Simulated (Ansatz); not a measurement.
Consider the cleavage of the Si–B bond: `NB([SiH3])CF` + `CO[SiH](O)Cl` → `CO[SiH](Cl)O[SiH3]` + `NBCF`.

Program: Ansatz. Geometries: PBE0-D4/def2-TZVP. ΔE: electronic, gas phase. CBS: MP2 limit from def2 TZ/QZ plus the TZ coupled-cluster correction, frozen cores. Functionals use def2-TZVPP. B3LYP here is the variant with VWN-RPA as its local correlation; programs differ in this. Each species was taken in one conformer, which may not be the lowest.

`NB([SiH3])CF`:

Cartesian coordinates in Å:
```
N -0.204 -1.604 -0.292
B -0.028 -0.276 0.053
Si 0.044 1.162 -1.369
C 0.113 0.071 1.584
F 0.035 -1.066 2.394
H -0.304 -1.938 -1.235
H -0.240 -2.325 0.413
H -1.036 2.174 -1.183
H -0.115 0.578 -2.733
H 1.340 1.899 -1.341
H 1.071 0.562 1.798
H -0.673 0.763 1.912
```

`CO[SiH](O)Cl`:

```xyz
10

C     1.333   -0.800   -0.531
O    -0.057   -0.606   -0.384
Si   -0.794    0.732    0.163
O    -2.371    0.425    0.371
Cl    0.104    1.277    1.934
H     1.857   -0.635    0.415
H     1.497   -1.829   -0.852
H     1.749   -0.127   -1.288
H    -0.692    1.875   -0.758
H    -2.626   -0.312    0.930
```

`CO[SiH](Cl)O[SiH3]`:

Cartesian coordinates in Å:
```
C -0.835 -0.269 -2.290
O -0.526 0.181 -0.988
Si 0.943 0.177 -0.301
Cl 1.739 -1.712 -0.426
O 0.772 0.608 1.240
Si -0.107 0.326 2.603
H -0.302 0.313 -3.049
H -0.582 -1.326 -2.410
H -1.907 -0.141 -2.443
H 1.884 1.094 -0.967
H -1.312 1.190 2.601
H -0.515 -1.100 2.665
H 0.749 0.659 3.766
```

`NBCF`:

Cartesian coordinates in Å:
```
N -1.112 0.823 0.288
B -0.427 -0.100 -0.480
C 1.001 -0.576 -0.026
F 1.412 0.032 1.163
H -2.026 1.174 0.064
H -0.715 1.198 1.135
H -0.915 -0.536 -1.484
H 1.027 -1.662 0.130
H 1.756 -0.354 -0.791
```

| level | ΔE (kJ/mol) | difference from CCSD(T)/CBS |
| --- | --- | --- |
| PBE-D4 | -95.2 | 25.3 |
| r2SCAN-D4 | -113.7 | 6.8 |
| PBE0-D4 | -104.8 | 15.7 |
| B3LYP-D4 | -122.1 | -1.6 |
| ωB97X-V | -117.9 | 2.6 |
| ωB97M-V | -120.8 | -0.3 |
| B2PLYP | -124.6 | -4.1 |
| PBE | -94.4 | 26.1 |
| r2SCAN | -113.3 | 7.2 |
| PBE0 | -104.0 | 16.5 |
| B3LYP | -121.0 | -0.5 |
| HF/def2-TZVPP | -150.0 | -29.5 |
| MP2/def2-TZVPP | -125.9 | -5.4 |
| SCS-MP2/def2-TZVPP | -130.8 | -10.3 |
| CCSD/def2-TZVPP | -123.8 | -3.3 |
| CCSD(T)/def2-TZVPP | -119.3 | 1.2 |
| HF/def2-QZVPP | -152.9 | -32.4 |
| MP2/def2-QZVPP | -127.6 | -7.1 |
| SCS-MP2/def2-QZVPP | -132.3 | -11.8 |
| HF/CBS(def2) | -153.3 | -32.8 |
| MP2/CBS(def2) | -127.1 | -6.6 |
| CCSD/CBS(def2) | -124.9 | -4.4 |
| CCSD(T)/CBS | -120.5 | 0 |

Largest T1 diagnostic among the species: 0.013.

In def2-TZVPP, CCSD(T) changes the Hartree–Fock value by +30.7 kJ/mol (the triples alone add +4.4 kJ/mol) and MP2 by +24.2 kJ/mol. From PBE to PBE0 (25 % exact exchange), in def2-TZVPP and without D4, ΔE moves by −9.6 kJ/mol.
